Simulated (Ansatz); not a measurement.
Nb3Si3. Total charge 0; doublet. Geometry PBE-D4/def2-SVP, basis def2-TZVP, Ansatz.

Cartesian coordinates in Å:
```
Nb 0.733 -0.829 -1.393
Nb -1.202 -1.463 -0.177
Nb -0.229 1.309 -0.699
Si 0.502 -0.396 1.251
Si -1.935 0.563 0.945
Si 2.132 0.816 0.073
```

```
run  HOMO (eV)  LUMO (eV)
  A      -4.91      -3.20
  B      -4.31      -3.86
  C      -4.44      -3.61
  D      -5.08      -2.97
  E      -6.86      -1.13
```

In the def2 sets Nb takes a core potential; there is no spin–orbit coupling. B3LYP takes the VWN-RPA correlation. No other spin state of charge 0 was run. Another isomer (doublet) lies 0.04 eV lower at PBE-D4/def2-TZVP; other spin states weren't run for this one.

HOMO and LUMO are taken over both spins.

Problem. The runs used B3LYP, PBE, PBE0, r2SCAN, ωB97X-V. Estimate which is which.

Solution. A B3LYP (20 % exact exchange); B PBE (0 % exact exchange); C r2SCAN (0 % exact exchange); D PBE0 (25 % exact exchange); E ωB97X-V (range-separated). Exact exchange lowers occupied and raises empty levels; among semilocal functionals meta-GGAs tend to open the gap a little, and such runs are hard to tell apart. The gap grows from 0.44 eV (PBE) to 5.73 eV (ωB97X-V). At ωB97X-V/def2-TZVP the charge 0 doublet is spin-contaminated (final ⟨S²⟩ up to 0.83, 0.75 for a pure state).
